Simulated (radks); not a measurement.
Os34+, configuration [Kr] 4d6 (the NIST ground configuration).

Calculated with a radial shooting solver on a logarithmic mesh with Libxc functionals: non-relativistic Kohn-Sham, LDA (Slater exchange, Perdew-Wang correlation), spin-unpolarised, spherical densities, point nucleus; relativity is left out, which matters for an element this heavy.

Energy parts (hartree):
part                       energy
total                 -15644.6529
kinetic                15640.8295
electron-nucleus      -34994.2474
Hartree                 3965.3886
exchange-correlation    -256.6235

Orbitals (lengths in bohr, moments of r in powers of bohr; <r^-3> diverges for s and p1/2):
[
 {"orbital": "1s", "occ.": "2", "eigenvalue (hartree)": "-2525.306", "<1/r>": "75.41", "<r^-3>": "-"},
 {"orbital": "2s", "occ.": "2", "eigenvalue (hartree)": "-459.8645", "<1/r>": "17.71", "<r^-3>": "-"},
 {"orbital": "2p", "occ.": "6", "eigenvalue (hartree)": "-443.4660", "<1/r>": "17.75", "<r^-3>": "15420"},
 {"orbital": "3s", "occ.": "2", "eigenvalue (hartree)": "-143.8663", "<1/r>": "6.897", "<r^-3>": "-"},
 {"orbital": "3p", "occ.": "6", "eigenvalue (hartree)": "-136.3202", "<1/r>": "6.849", "<r^-3>": "3388"},
 {"orbital": "3d", "occ.": "10", "eigenvalue (hartree)": "-122.3058", "<1/r>": "6.764", "<r^-3>": "598.2"},
 {"orbital": "4s", "occ.": "2", "eigenvalue (hartree)": "-62.76008", "<1/r>": "3.323", "<r^-3>": "-"},
 {"orbital": "4p", "occ.": "6", "eigenvalue (hartree)": "-59.46909", "<1/r>": "3.267", "<r^-3>": "1015"},
 {"orbital": "4d", "occ.": "6", "eigenvalue (hartree)": "-53.55772", "<1/r>": "3.156", "<r^-3>": "170.3"}
]

The highest occupied level is 4d at -1457.4 eV. For comparison, the ionisation energy in NIST's Atomic Spectra Database is 1474 eV (theoretical). In exact Kohn-Sham theory the highest level is minus the ionisation energy, but local and semilocal functionals leave it too shallow, through self-interaction and a potential that decays too fast; potentials with the right tail come closer. The density falls to 0.001 e/bohr^3 at r = 1.13 bohr. The electron density at the nucleus is 3.143e+05 e/bohr^3. Virial ratio -V/T = 2.00024.

Beside tabulated values, note that spin-unpolarised runs miss the spin-polarisation part of the exchange energy of open shells.
